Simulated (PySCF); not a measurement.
This PySCF input asks for the NMR shieldings of Me3Si(SMe) (SMILES C[Si](SC)(C)C); the geometry comes from GFN2-xTB.

```python
import basis_set_exchange as bse
import numpy as np
from pyscf import gto, dft
from pyscf.prop import nmr

atoms = """
C     2.420202    0.677505    0.523675
S     1.084282   -0.242181    1.350958
Si   -0.441466   -0.225924   -0.203470
C    -0.835802    1.577566   -0.684612
C    -1.942731   -1.080243    0.581696
C     0.194932   -1.184414   -1.726148
H     2.083095    1.682242    0.291077
H     3.248574    0.719658    1.222622
H     2.723083    0.155597   -0.378090
H    -1.711460    1.622061   -1.324522
H    -0.013497    2.037773   -1.225703
H    -1.037578    2.186474    0.192282
H    -2.780030   -1.099703   -0.107997
H    -1.710237   -2.104159    0.855679
H    -2.262062   -0.565563    1.482131
H    -0.592319   -1.306565   -2.463979
H     1.019155   -0.668362   -2.211888
H     0.545101   -2.175444   -1.450128
"""
names = dict.fromkeys(["C", "S", "Si", "H"], "pcSseg-1")
basis = {el: gto.basis.parse(bse.get_basis(n, elements=[el], fmt="nwchem")) for el, n in names.items()}
mol = gto.M(atom=atoms, basis=basis, charge=0, verbose=0)
mf = dft.RKS(mol, xc="PBE0")
mf.grids.level = 2
mf.grids.alignment = dft.numint.BLKSIZE   # the property module wants whole blocks of grid points
mf.conv_tol = 1e-9
mf.kernel()

calc = nmr.RKS(mf)   # GIAO
C = mf.mo_coeff
Co = C[:, mf.mo_occ > 0]
resp = mf.gen_response(singlet=True, hermi=2)
def vind(x):   # induced exchange potential for any number of trial vectors
    d = np.einsum("pi,xij,qj->xpq", C, 2 * x.reshape(-1, C.shape[1], Co.shape[1]), Co, optimize=True)
    return np.einsum("xpq,pi,qj->xij", resp(d - d.transpose(0, 2, 1)), C, Co, optimize=True).ravel()
mo1, _ = nmr.rhf.solve_mo1(calc, with_cphf=vind)
sigma = calc.kernel(mo1)
for i, s in enumerate(sigma):   # ppm
    print("%2d %-2s %9.2f" % (i, mol.atom_pure_symbol(i), np.trace(s) / 3))
```

Task: Give the expected output.

Result: 
```
 0 C     174.87
 1 S     665.66
 2 Si    326.99
 3 C     186.28
 4 C     187.22
 5 C     186.14
 6 H      29.74
 7 H      29.73
 8 H      29.75
 9 H      31.60
10 H      31.23
11 H      31.57
12 H      31.66
13 H      31.43
14 H      31.42
15 H      31.62
16 H      31.21
17 H      31.58
```

These numbers come from an equivalent density-fitted implementation of the same equations, which agrees with the script to about 0.01 ppm for H and up to a few tenths of a ppm for heavy atoms, so last digits may differ.

Task: Turn these shieldings into chemical shifts. Referencing at the same level of theory: ¹³C (σref 186.93), ²⁹Si (σref 349.16), ¹H (σref 31.72) against TMS; CS2 for ³³S (σref 503.73).

Result: Averaging equivalent atoms: C 0: 12.1; C 3/4/5: 0.4; S 1: -162; Si 2: 22.2; H 6/7/8: 1.98; H 9/10/11/12/13/14/15/16/17: 0.24 ppm. 

Size and cost of the density-fitted run: 176 basis functions, 42 s wall time on 1 thread of an x86-64 server CPU, shared host.
